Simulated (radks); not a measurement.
Q: Species: Ba+. Configuration: [Xe] 6s1. Method: Dirac Kohn-Sham, HCTH/407, spin-unpolarised, spherical densities, point nucleus; computed with a radial shooting solver on a logarithmic mesh with Libxc functionals.

Spin-orbit splittings of the eigenvalues, e(l+1/2) - e(l-1/2), with zeta = 2 splitting/(2l+1) and mean radii in bohr:

| shell | occ. | splitting (eV) | zeta (eV) | <r> j=l-1/2 | <r> j=l+1/2 |
|---|---|---|---|---|---|
| 2p | 6 | ? | ? | 0.09192 | 0.09791 |
| 3p | 6 | 73.94 | 49.29 | 0.2813 | 0.2932 |
| 3d | 10 | 15.80 | 6.322 | 0.2639 | 0.2677 |
| 4p | 6 | 15.45 | 10.30 | 0.6956 | 0.7227 |
| 4d | 10 | 2.639 | 1.056 | 0.7915 | 0.8014 |
| 5p | 6 | 2.119 | 1.413 | 1.843 | 1.924 |
| 5d | 0 | 0.1614 | 0.06456 | 3.044 | 3.098 |
| 6p | 0 | 0.2018 | 0.1345 | 5.414 | 5.590 |

Estimate the 2p splitting.

A: 381.7 eV (zeta = 254.5 eV).
